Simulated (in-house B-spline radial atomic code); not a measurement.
## PBEsol excitations of Ne⁸⁺

Method: PBEsol. Computed with a B-spline radial code for spherical atoms: linear response of the closed shell 1s2 with the functional's adiabatic kernel; scalar-relativistic (spin-free one-electron X2C), finite nucleus, no spin-orbit coupling, no double excitations, S, P, D and F terms only.

Command:
```bash
python run_td.py task.json out
```
Settings (radii: box in bohr, nucleus in fm):
```
Z                        10
electrons                2
configuration            1s2
hamiltonian              x2c
method                   pbesol
box_radius               11.59
rms_radius               3.0055
intervals                71
```

Run time, properties included: 0.2 s on 1 thread of Arm Neoverse N1 (shared host).

The lowest states, in the order of their Tamm-Dancoff energies; the method's threshold (minus the highest occupied level) is 1133.05 eV. Labels give the largest channel, * marks a mixed state, and oscillator strengths are full-response dipole values. Semilocal kernels can invert the small singlet-triplet splittings of Rydberg terms. Energies in eV:

```tsv
state	full response	Tamm-Dancoff	oscillator strength
1s → 2s 3S	881.14	881.16	-
1s → 2s 1S	890.83	890.94	-
1s → 2p 3P	892.71	892.74	-
1s → 2p 1P	899.43	899.46	0.666
1s → 3s 3S	1027.50	1027.51	-
1s → 3s 1S	?	?	-
1s → 3p 3P	1031.10	1031.10	-
1s → 3p 1P	1032.81	1032.81	0.133
1s → 3d 3D	1034.27	1034.27	-
1s → 3d 1D	1034.33	1034.33	-
1s → 4s 3S	1075.05	1075.05	-
1s → 4s 1S	?	?	-
1s → 4p 3P	1076.53	1076.54	-
1s → 4p 1P	1077.23	1077.23	0.05
1s → 4d 3D	1077.74	1077.74	-
1s → 4d 1D	1077.77	1077.77	-
1s → 4f 3F	1078.51	1078.51	-
1s → 4f 1F	1078.51	1078.51	-
```

Where does 1s → 3s 1S lie?

At 1029.89 eV in full response, 1029.92 eV in Tamm-Dancoff.

Where does 1s → 4s 1S lie?

At 1076.00 eV in full response, 1076.01 eV in Tamm-Dancoff.

How large is the singlet-triplet splitting of 1s → 2s (S terms) in Tamm-Dancoff?

9.78 eV, from the unrounded values.

What polarisabilities and dispersion coefficient does the method give?

Dipole 0.001065 bohr³, quadrupole 4.159e-05 bohr⁵, C6 3.303e-05 hartree·bohr⁶ for two such species.
